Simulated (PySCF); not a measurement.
A first-order proton ENDOR spectrum was simulated from computed couplings for a radical in fast tumbling at B = 3364.2 mT (W band).

Class means under 0.5 MHz are left out. Line positions in MHz: 75.94, 127.13, 134.57, 137.88, 138.62, 147.86, 148.60, 151.91, 159.35, 210.54.

Question: What is the proton Larmor frequency at this field?

Answer: νH = 5.58569 × 7.62259 MHz/T × 3.3642 T = 143.24 MHz.

Question: Pair the lines and read off the couplings.

Answer: For S = 1/2 in fast tumbling each set of equivalent nuclei gives two lines, ν± = |νn ± a/2| to first order, with νn = g_N μN B/h and μN/h = 7.62259 MHz/T. A pair with |a| < 2νn is centred on νn and split by |a|; one with |a| > 2νn is centred on |a|/2 and split by 2νn.

| lower line | upper line | centred on | \|a\| (MHz) |
| --- | --- | --- | --- |
| 75.94 | 210.54 | νn | 134.60 |
| 127.13 | 159.35 | νn | 32.22 |
| 134.57 | 151.91 | νn | 17.35 |
| 137.88 | 148.60 | νn | 10.72 |
| 138.62 | 147.86 | νn | 9.24 |

Species: C8H6Cl (doublet state).
Atom-mapped SMILES: `[CH:1]#[C:2][C:3]1=[CH:4][CH:5]=[CH:6][C:7]([Cl:8])[CH2:9]1` (hydrogens: H10 on C1; H11 on C4; H12 on C5; H13 on C6; H14, H15 on C9)

Question: This is the radical. Which protons give which coupling, and how does each split the EPR lines?

Answer: 134.6 MHz (computed sign +): H14/H15, 2 bonds from C7, a 1:2:1 triplet of 4.800 mT; 32.2 MHz (computed sign −): H12, 1 bond from C5, a 1:1 doublet of 1.149 mT; 17.3 MHz (computed sign −): H10, 3 bonds from C3, on C1 of spin population +0.23, a 1:1 doublet of 0.619 mT; 10.7 MHz (computed sign +): H11, 2 bonds from C3, on C4 of spin population -0.22, a 1:1 doublet of 0.382 mT; 9.2 MHz (computed sign +): H13, 2 bonds from C7, on C6 of spin population -0.19, a 1:1 doublet of 0.329 mT. To first order the positions of ENDOR lines don't depend on how many nuclei share a coupling. Main spin sites, with 60 % or more of the largest population: C3, C5, C7; positions count bonds from the nearest.

Method: UKS B3LYP, pcH-1 on C Cl H, non-relativistic, mean-field spin-orbit, GIAO (PySCF). Isolated species at its GFN2-xTB geometry, gas phase. A GFN2-xTB geometry isn't a minimum of the functional, and hyperfine couplings can be far from their values at a DFT geometry. Stability of the SCF solution: not tested. ⟨S²⟩ is 0.791 where a pure state has 0.75.

Class means assume fast exchange of nuclei equivalent by connectivity; if that motion is slow, each nucleus keeps its own coupling.

The largest Mulliken spin populations are on C5 (+0.49), C3 (+0.41), C7 (+0.35) and C1 (+0.23). Four atoms exceed +0.15.

The SMILES draws the unpaired electron on C7; the largest computed Mulliken spin population is on C5 (0.49 against 0.35).
